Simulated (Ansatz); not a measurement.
Consider the cleavage of the Si–Si bond: `C[SiH2][SiH2]O` + `O[SiH2]F` → `C[SiH2]O[SiH2]F` + `O[SiH3]`.

Computed with Ansatz on PBE0-D4/def2-TZVP structures; ΔE is electronic, products minus reactants. CCSD(T)/CBS is the MP2 limit (def2-TZVPP, def2-QZVPP) plus CCSD(T) − MP2 in def2-TZVPP, frozen cores. Functionals use def2-TZVPP. HSE06 is defined as in plane-wave codes. Each species was taken in one conformer, which may not be the lowest.

| level | ΔE (kJ/mol) | difference from CCSD(T)/CBS |
| --- | --- | --- |
| LDA (SPW92) | -95.2 | 26.6 |
| revPBE-D4 | -93.5 | 28.3 |
| r2SCAN-D4 | -114.1 | 7.7 |
| B97M-V | -116.7 | 5.1 |
| HSE06-D4 | -102.4 | 19.4 |
| CAM-B3LYP-D4 | -128.3 | -6.5 |
| B2PLYP | -125.4 | -3.6 |
| BLYP | -113.3 | 8.5 |
| r2SCANh | -115.8 | 6.0 |
| BHLYP | -134.1 | -12.3 |
| CAM-B3LYP | -128.1 | -6.3 |
| CCSD(T)/def2-SVP | -119.0 | 2.8 |
| SCS-MP2/def2-TZVPP | -133.3 | -11.5 |
| CCSD/def2-TZVPP | -125.8 | -4.0 |
| CCSD(T)/def2-TZVPP | -121.7 | 0.1 |
| SCS-MP2/def2-QZVPP | -134.0 | -12.2 |
| CCSD(T)/CBS | -121.8 | 0 |

What do rigid-rotor, harmonic-oscillator terms from PBE0-D4/def2-TZVP frequencies (298.15 K, 1 bar) make of the CCSD(T)/CBS value? (Estimate.)

The calculation gave: ΔZPE = -3.4 kJ/mol, ΔH = -125.3 kJ/mol, ΔS = 9 J/(mol·K), ΔG = -128.0 kJ/mol. Modes under 50 cm⁻¹ make the entropy rough.

Largest T1 diagnostic among the species: 0.012.

From r2SCAN to r2SCAN0 (25 % exact exchange), in def2-TZVPP and without D4, ΔE moves by −4.4 kJ/mol. Leaving LDA and LC-ωPBE aside and taking each functional with its dispersion term where it has one, the values, not all of them listed here, spread over 41.3 kJ/mol, from BHLYP-D4 to PBE-D4. In def2-TZVPP, CCSD(T) changes the Hartree–Fock value by +28.3 kJ/mol (the triples alone add +4.1 kJ/mol) and MP2 by +21.5 kJ/mol.
